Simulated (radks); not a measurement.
Values are calculated unless marked as measured or tabulated.
Coulomb parameter of the 5d shell of the platinum ion Pt+ in the model configuration [Xe] 4f14 5d8 6s1, as a second difference U = [E(n + 0.5) + E(n - 0.5) - 2 E(n)] / (0.5)^2 with all orbitals relaxed. "Bare": the charge of the atom changes with n. "Screened": the 6s shell takes up the change at fixed total charge, which measures U(5d,5d) + U(6s,6s) - 2 U(5d,6s). Level of theory: scalar-relativistic Kohn-Sham, PBEsol, spin-unpolarised, spherical densities, point nucleus (a radial shooting solver on a logarithmic mesh with Libxc functionals).

case                   configuration  E - E(n) (eV)
start              [Xe] 4f14 5d8 6s1          0.000
bare +0.5        [Xe] 4f14 5d8.5 6s1         -6.898
bare -0.5        [Xe] 4f14 5d7.5 6s1          9.704
screened +0.5  [Xe] 4f14 5d8.5 6s0.5         -1.123
screened -0.5  [Xe] 4f14 5d7.5 6s1.5          1.409

U(bare) = 11.223 eV, U(screened by 6s) = 1.144 eV, against the Slater integral F0(5d,5d) = 15.487 eV with frozen orbitals.
